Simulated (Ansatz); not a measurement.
Stepwise reaction of `N[Si](F)(Cl)Cl` with hydrogen fluoride, as a gas-phase model of exchange steps in deposition or etching. ΔE in kJ/mol.

Program: Ansatz. Geometries: PBE0-D4/def2-TZVP. ΔE: electronic, gas phase. CBS: MP2 limit from def2 TZ/QZ plus the TZ coupled-cluster correction, frozen cores. This one scheme is used for every species. DFT in def2-TZVPP. B3LYP here is the variant with VWN-RPA as its local correlation; programs differ in this. Each species was taken in one conformer, which may not be the lowest.

| step | reaction | PBE-D4 | B3LYP-D4 | ωB97M-V | CCSD(T)/CBS |
| --- | --- | --- | --- | --- | --- |
| 1 | `N[Si](F)(Cl)Cl` + H–F → `N[Si](F)(F)Cl` + HCl | -42.9 | -52.5 | -51.0 | -49.8 |

Q: Give the row of step 2, `N[Si](F)(F)Cl` + H–F → `N[Si](F)(F)F` + HCl. (An estimate is asked.)

A: The calculation gave: 
| step | reaction | PBE-D4 | B3LYP-D4 | ωB97M-V | CCSD(T)/CBS |
| --- | --- | --- | --- | --- | --- |
| 2 | `N[Si](F)(F)Cl` + H–F → `N[Si](F)(F)F` + HCl | -44.7 | -55.6 | -54.4 | -54.2 |

Q: By hand: ΔE of the 2 steps together at CCSD(T)/CBS.

A: (-49.8) + (-54.2) = -104.0 kJ/mol, or -52.0 kJ/mol a step.

In ΔE the steps differ by no more than 4.4 kJ/mol. All are downhill at CCSD(T)/CBS. PBE-D4 differs from CCSD(T)/CBS by 6.9 to 9.5 kJ/mol a step. Isolated molecules leave out the surface, adducts and barriers. Largest T1 diagnostic: 0.011.
